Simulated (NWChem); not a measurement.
Species: HfCl₃F; SMILES [F][Hf]([Cl])([Cl])[Cl]

Computed with NWChem. Coordinates come from a PBE0/def2-SVP optimisation. Not confirmed as a minimum by frequencies. def2 effective core potentials on Hf; no spin-orbit coupling.

Diagonal of the polarisability tensor at PBE/def2-SVPD, static: 90.06, 90.06, 70.02 bohr³.

Task: Find the mean polarisability volume, the molar refraction, and the refractive index that an ideal gas of it would have at 273.15 K and 1 atm.

Result: 
1. Mean: one third of the trace = 83.38 bohr³ × 0.14818 Å³/bohr³ = 12.36 Å³.
2. Molar refraction (Lorentz-Lorenz): (4π/3) N_A α = 31.2 cm³/mol.
3. Number density p/kT = 2.687 × 10⁻⁵ Å⁻³; n − 1 = 2π N α = 20.86 × 10⁻⁴.
4. These hold the electronic response alone: vibrational and orientational terms add to the static dielectric constant.
